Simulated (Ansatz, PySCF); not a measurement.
B(CCH)2(OH) (C4H3BO), SMILES C#CB(O)C#C.

The structure is a stationary point at PBE-D3(BJ)/def2-SVP. Other conformers were not sampled.

Vertical ionisation energy (IE) and electron affinity (EA) in eV. Rows of orbital energies are one-electron estimates. Where ΔSCF, EOM or ADC give a negative EA the extra electron is unbound and the value depends on the basis.

```
level                                                                   IE    EA
-------------------------------------------------------------------  -----  ----
−ε(HOMO), −ε(LUMO), r2SCAN/def2-TZVP (PySCF)                          7.05  2.55
−ε(HOMO), −ε(LUMO), PBE/def2-TZVP (PySCF)                                …     …
ΔSCF, PBE0/def2-SVPD (Ansatz), final states of multiplicity 2 and 2  10.13  0.13
ΔSCF, PBE/def2-SVPD (Ansatz), final states of multiplicity 2 and 2    9.83  0.15
```

### Question
Some entries are withheld; supply them. (Estimate from the structure and the level; the computed values follow.)

### Answer

- −ε(HOMO), −ε(LUMO), PBE/def2-TZVP (PySCF), IE: 6.83
- −ε(HOMO), −ε(LUMO), PBE/def2-TZVP (PySCF), EA: 2.74

### Question
What vertical singlet–triplet gap does ΔSCF give with PBE0/def2-SVPD (Ansatz, a program for electronic structure) and with PBE/def2-SVPD (Ansatz)? (The exact figures need the calculation; the answer reports its results.)

### Answer
4.20 and 4.08 eV (triplet above singlet where positive).
